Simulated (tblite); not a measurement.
C₅H₁₀GeSi.
Atom-mapped SMILES: `[CH3:1][SiH2:2][C:3]1=[CH:4][GeH2:5][CH:6]=[CH:7]1` (hydrogens: H8, H9, H10 on C1; H11, H12 on Si2; H13 on C4; H14, H15 on Ge5; H16 on C6; H17 on C7)

Computed with GFN2-xTB (tblite), gas phase: L-BFGS steps from a force-field or distance-geometry start until the largest atomic force falls under 0.01 eV/Å.

Step 0: E = -526.6955 eV
```
atom  x, y, z in Å  |  force x, y, z in eV/Å
C1      2.7764    0.4300   -0.1265    0.800   1.238   0.623
Si2     1.5418   -0.9467   -0.1694   -0.255  -0.992   0.254
C3     -0.2203   -0.3282   -0.0122    2.210  -0.730  -0.467
C4     -0.7393   -0.1423    1.1746   -1.308   0.446   2.100
Ge5    -2.5558    0.4909    0.9191   -0.370   0.487   0.400
C6     -2.2495    0.3903   -0.9938   -1.140   0.421   0.817
C7     -1.0136   -0.0397   -1.1486    0.069  -0.019  -2.846
H8      2.7017    0.9446    0.8783    0.170  -0.262  -1.267
H9      2.6513    1.1527   -0.9529    0.030  -0.220   0.645
H10     3.7922    0.0249   -0.2078   -0.267   0.190   0.066
H11     1.7997   -1.8231    0.9917   -0.035   0.031  -0.056
H12     1.7100   -1.7415   -1.3684   -0.010  -0.196  -0.403
H13    -0.2820   -0.3153    2.1450    0.203  -0.067  -0.492
H14    -3.5886   -0.5084    1.3940   -0.054   0.346   0.092
H15    -2.7422    1.9478    1.4074   -0.210  -0.608  -0.046
H16    -2.9602    0.6471   -1.7493    0.087  -0.034  -0.418
H17    -0.6286   -0.1710   -2.1912    0.079  -0.030   0.997
```

Question: Estimate the geometry and energy of step 1. (The exact step hangs on the optimiser's Hessian estimate; all steps are aligned on step 0, rigid shifts and turns removed.)

Answer: E = -526.8840 eV, largest force 1.290 eV/Å
```
atom  x, y, z in Å  |  force x, y, z in eV/Å
C1      2.7879    0.4477   -0.1176    0.150   0.084   0.114
Si2     1.5382   -0.9609   -0.1658    0.706  -0.513   0.097
C3     -0.1887   -0.3386   -0.0189   -0.822   0.312   0.942
C4     -0.7580   -0.1359    1.2046   -0.077   0.034  -1.287
Ge5    -2.5611    0.4979    0.9248   -0.225   0.296   0.284
C6     -2.2657    0.3963   -0.9821    0.366  -0.094   0.216
C7     -1.0126   -0.0400   -1.1893   -0.702   0.241   0.381
H8      2.7041    0.9408    0.8602    0.151   0.124  -0.537
H9      2.6517    1.1496   -0.9436    0.013   0.026   0.390
H10     3.7884    0.0276   -0.2068   -0.021   0.157   0.069
H11     1.7992   -1.8226    0.9909    0.017  -0.097   0.079
H12     1.7099   -1.7443   -1.3741    0.007  -0.178  -0.356
H13    -0.2791   -0.3163    2.1380    0.388  -0.146   0.180
H14    -3.5894   -0.5035    1.3953   -0.059   0.334   0.094
H15    -2.7452    1.9391    1.4068   -0.223  -0.456   0.000
H16    -2.9590    0.6466   -1.7553   -0.046   0.011  -0.346
H17    -0.6275   -0.1715   -2.1770    0.377  -0.135  -0.319
```

The energy changes by -0.1885 eV. The first-order estimate −F·Δx gives -0.4419 eV and the mean of the old and new forces, exact on a quadratic surface, -0.1920 eV. The step makes an angle of 0° with the force vector and moves no atom by more than 0.041 Å.

The cost below is that of the whole relaxation. On Arm Neoverse N1, one thread (shared host), this took 0.82 s.
